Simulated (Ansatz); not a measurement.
One change: `[SiH3][Si@H]1O[C@@H]1Br` becomes `[SiH3][SiH]1CO1`.

Ansatz, PBE0-D4/def2-TZVP geometries, multiplicity 1. 

Scalar relativity is left out up to krypton.

```csv
property,`[SiH3][Si@H]1O[C@@H]1Br`
"ideal-gas entropy at 298 K and 1 bar (rigid rotor, harmonic PBE0-D4/def2-TZVP) / J/(mol·K)",373
HOMO–LUMO gap (PBE/def2-TZVPP) / eV,3.77
LUMO energy (ωB97M-V/def2-TZVPP) / eV,0.31
size of the dipole moment (PBE/def2-TZVPP) / D,2.94
HOMO–LUMO gap (B3LYP/def2-TZVPP) / eV,5.33
HOMO–LUMO gap (PBE0/def2-TZVPP) / eV,5.73
```

Problem. What does the change do to each property? (Best estimate.)

Solution. Ansatz gave: 
```
                                                                                  property  `[SiH3][SiH]1CO1`  shift
ideal-gas entropy at 298 K and 1 bar (rigid rotor, harmonic PBE0-D4/def2-TZVP) / J/(mol·K)                329    -44
                                                       HOMO–LUMO gap (PBE/def2-TZVPP) / eV               4.53   0.76
                                                     LUMO energy (ωB97M-V/def2-TZVPP) / eV               0.83   0.52
                                            size of the dipole moment (PBE/def2-TZVPP) / D               1.58  -1.36
                                                     HOMO–LUMO gap (B3LYP/def2-TZVPP) / eV               6.14   0.81
                                                      HOMO–LUMO gap (PBE0/def2-TZVPP) / eV               6.55   0.82
```

With PBE0 the HOMO falls by 0.29 eV and the LUMO rises by 0.53 eV, so the gap widens by about 0.82 eV. PBE moves the HOMO by -0.26 eV and ωB97M-V by -0.35 eV. Dipoles are sizes alone; their direction can turn.

B3LYP here is the variant with VWN-RPA as its local correlation; programs differ in this.

Spin–orbit coupling is left out; it splits and shifts lone-pair levels of the heavy atoms by tenths of an eV.
